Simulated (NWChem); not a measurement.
Species: CH3Mg cation; SMILES [Mg+][CH3]

All runs: NWChem. The geometry was optimised at B3LYP/6-31G* (spherical d). Vertical excitations in the gas phase; the lowest state need not have the same character in each row.

```
level                        lowest excitation, singlet (eV)  oscillator strength of that lowest state  orbital gap (eV)
---------------------------  -------------------------------  ----------------------------------------  ----------------
PBE/def2-SVPD, TDA                                      4.98                                     0.696              2.87
B3LYP/def2-SVPD, TDA                                    4.96                                       [?]               [?]
PBE0/def2-SVPD, TDA                                     4.86                                     0.648              4.49
Hartree-Fock/def2-SVPD, CIS                             4.63                                     0.564              8.93
```

Question: What belongs in the gaps?

Answer: 
- B3LYP/def2-SVPD, TDA, oscillator strength of that lowest state: 0.714
- B3LYP/def2-SVPD, TDA, orbital gap (eV): 4.06
